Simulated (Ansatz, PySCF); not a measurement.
C₃H₇ClSi, SMILES [SiH3]C/C=C\Cl. Atoms are numbered in the order given.

```xyz
12

Si    -1.9819    -0.0737    -0.8162
C     -0.3290    -1.0179    -0.7559
C      0.2053    -1.0987     0.6376
C      1.0365    -0.2283     1.2204
Cl     1.6820     1.1702     0.3986
H     -2.4967    -0.0377    -2.2175
H     -1.7870     1.3175    -0.3227
H     -2.9877    -0.7597     0.0472
H     -0.4931    -2.0246    -1.1734
H      0.3779    -0.4890    -1.4151
H     -0.1417    -1.9244     1.2689
H      1.3803    -0.3209     2.2515
```

Geometry: B3LYP-D3(BJ)/def2-SVP. The structure was generated by enumeration; whether it is a known compound was not checked. One conformer was computed; it need not be the lowest.

Two levels are set side by side: PBE-D3(BJ)/def2-SVP (Ansatz, a first-principles code) and B3LYP-D3(BJ)/def2-SVP (Ansatz). Each level has its own optimised geometry; the coordinates shown are those of the second. Frequencies come from the Hessian of PySCF at each geometry. Differences are taken from unrounded values.

```json
[
 {"quantity": "mean bond length (Å)", "B3LYP-D3(BJ)": "1.395"},
 {"quantity": "bond Si1–C2 (Å)", "B3LYP-D3(BJ)": "1.905"},
 {"quantity": "bond C2–C3 (Å)", "B3LYP-D3(BJ)": "1.495"},
 {"quantity": "bond C3–C4 (Å)", "B3LYP-D3(BJ)": "1.337"},
 {"quantity": "bond C4–Cl5 (Å)", "B3LYP-D3(BJ)": "1.746"},
 {"quantity": "bond Si1–H6 (Å)", "B3LYP-D3(BJ)": "1.493"},
 {"quantity": "bond Si1–H7 (Å)", "B3LYP-D3(BJ)": "1.489"},
 {"quantity": "bond Si1–H8 (Å)", "B3LYP-D3(BJ)": "1.493"},
 {"quantity": "bond C2–H9 (Å)", "B3LYP-D3(BJ)": "1.102"},
 {"quantity": "bond C2–H10 (Å)", "B3LYP-D3(BJ)": "1.102"},
 {"quantity": "bond C3–H11 (Å)", "B3LYP-D3(BJ)": "1.096"},
 {"quantity": "bond C4–H12 (Å)", "B3LYP-D3(BJ)": "1.091"},
 {"quantity": "highest harmonic wavenumber (cm⁻¹)", "B3LYP-D3(BJ)": "3222"},
 {"quantity": "mean harmonic wavenumber (cm⁻¹)", "B3LYP-D3(BJ)": "1261"},
 {"quantity": "zero-point energy (kcal/mol)", "B3LYP-D3(BJ)": "54.07"}
]
```

Question: What does PBE-D3(BJ) give, and how far is it from B3LYP-D3(BJ)? (An estimate is asked for; the answer gives what the named calculation found.)

Answer: 
```csv
quantity,PBE-D3(BJ),PBE-D3(BJ) minus B3LYP-D3(BJ)
mean bond length (Å),1.403,0.008
bond Si1–C2 (Å),1.911,0.007
bond C2–C3 (Å),1.494,-0.001
bond C3–C4 (Å),1.348,0.010
bond C4–Cl5 (Å),1.743,-0.003
bond Si1–H6 (Å),1.506,0.013
bond Si1–H7 (Å),1.502,0.013
bond Si1–H8 (Å),1.505,0.013
bond C2–H9 (Å),1.110,0.008
bond C2–H10 (Å),1.110,0.008
bond C3–H11 (Å),1.104,0.008
bond C4–H12 (Å),1.099,0.009
highest harmonic wavenumber (cm⁻¹),3152,-70
mean harmonic wavenumber (cm⁻¹),1225,-36
zero-point energy (kcal/mol),52.52,-1.55
```

GGA bonds tend to be longer and softer than those of functionals with exact exchange. Differences between two approximate levels are no errors against the true value.
